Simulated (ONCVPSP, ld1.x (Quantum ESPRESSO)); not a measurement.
Potentials for As compared

Generated with ld1.x 7.5 (TM, RRKJ, ultrasoft, PAW), atompaw 4.2 or ONCVPSP 4.0.1. The cutoff is in Ry: for ld1.x and atompaw files where the sum of valence levels is converged to 10 mRy in a Bessel basis, for ONCV files where the hardest occupied wave has 1 mHa per electron of residual kinetic energy. The error is the largest all-electron minus pseudo excitation energy over each file’s own four to seven test configurations (ionisations up to +4, promotions, holes and added fractions of an electron), all of which were solved. The labels leave out finer settings (local radius, basis sizes, second energies), which also bear on the numbers. Spin-polarised tests are not counted. The rows are a selection from randomly drawn settings: files with unsolved tests, undetermined cutoffs or missed reference levels are left out.

A true bound ghost makes a file unfit for plane-wave use even where its test errors are small: the radial tests pick states by their node count and pass the ghost by.

```tsv
potential	cutoff (Ry)	largest error (meV)	bound ghosts
ONCV, PBE, non-relativistic, rc 1.70/1.85 (sp), local smoothed, core correction no, reference 4s2 4p3, qcut 3.4/3.9, projectors 1/2	61	+24	none
ultrasoft, PBEsol, fully relativistic, rc 1.50/1.85/1.75 (spd), local smoothed, core correction no, reference 4s2 4p3	15	-102	none
TM, PBE, scalar-relativistic, rc 1.65/1.70/1.45 (spd), local smoothed, core correction yes, reference 4s2 4p2	35	-55	d
ONCV, PBE, scalar-relativistic, rc 0.80/1.05/0.75/1.05 (spdf), local smoothed, core correction yes, reference 3s2 3p6 3d10 4s2 4p3, qcut 13.7/16.3/17.6/11.7, projectors 2/2/2/3	315	-3.8	none
TM, PBEsol, scalar-relativistic, rc 1.70/1.80 (sp), local s, core correction yes, reference 4s1 4p4	25	-257	none
PAW, LDA (PZ), scalar-relativistic, rc 1.65/2.05/1.05 (spd), local smoothed, core correction yes, reference 3d10 4s2 4p1	140	-5.2	none
```

Task: Fill in the row for As: ONCV, PBE, fully relativistic, rc 1.50/1.45 (sp), local smoothed, core correction yes, reference 4s1.75 4p3.25, qcut 3.8/6.3, projectors 3/1.

Result: cutoff 33 Ry, largest error -176 meV, bound ghosts: s.
